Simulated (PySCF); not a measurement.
Theoretical values (PySCF 2.14): GFN2-xTB geometry, σ from GIAO-PBE0/pcSseg-1. No solvent, relativity neglected, rapidly exchanging positions averaged, single conformer.

References, each an isolated molecule treated in the same way: TMS for ¹H and ¹³C. Shifts are as computed. Against solution values, carbons near 30 ppm lie about +3 ppm off and those near 130 ppm about +5 ppm. Of 1211 compounds with measured shifts, 218 miss one by over three times the rms of a fit or turn the order of signals round; such compounds aren't used in these exercises. OH and NH positions are gas-phase values without hydrogen bonding to other molecules.

(1) Order these molecules by the shift of their most deshielded carbon, lowest δ first.
A. C#Cc1ccc(CC)cc1
B. C=CO/C=C\C#N
C. C1=Cc2ccccc2CC1
D. [H]/N=C/c1cocn1
E. CCP1CCC1
F. O=Cc1cc[nH]n1

(2) Order these molecules by the shift of their most shielded carbon-bound hydrogen, lowest δ first.
A. C=CO/C=C\C#N
B. O=Cc1cc[nH]n1
C. CCP1CCC1
D. [H]/N=C/c1cocn1
E. C1=Cc2ccccc2CC1

(3) How many ¹³C and ¹H signals does each give (equivalence by symmetry and fast rotation, but not about amide C–N or C=N bonds)? `O=Cc1cc[nH]n1`, `[H]/N=C/c1cocn1`, `C1=Cc2ccccc2CC1`, `CCP1CCC1`, `C#Cc1ccc(CC)cc1`, `C=CO/C=C\C#N`

## Answers

(1) E (28.3 ppm, sp3 CH2 bonded to P), C (140.6 ppm, substituted aromatic carbon), A (152.1 ppm, substituted aromatic carbon), B (162.2 ppm, alkene carbon bearing oxygen), D (168.3 ppm, C=N carbon), F (191.4 ppm, aldehyde carbonyl carbon).

(2) C (1.21 ppm, hydrogen on a methyl carbon), E (2.37 ppm, hydrogen on an allylic sp3 CH2), A (4.56 ppm, hydrogen on a β carbon of an enol-ether or enamine type C=C), B (7.22 ppm, hydrogen on an aromatic CH), D (7.73 ppm, hydrogen on an aromatic CH between two ring heteroatoms).

(3) O=Cc1cc[nH]n1: 4 C, 4 H; [H]/N=C/c1cocn1: 4 C, 4 H; C1=Cc2ccccc2CC1: 10 C, 8 H; CCP1CCC1: 4 C, 4 H; C#Cc1ccc(CC)cc1: 8 C, 5 H; C=CO/C=C\C#N: 5 C, 5 H.
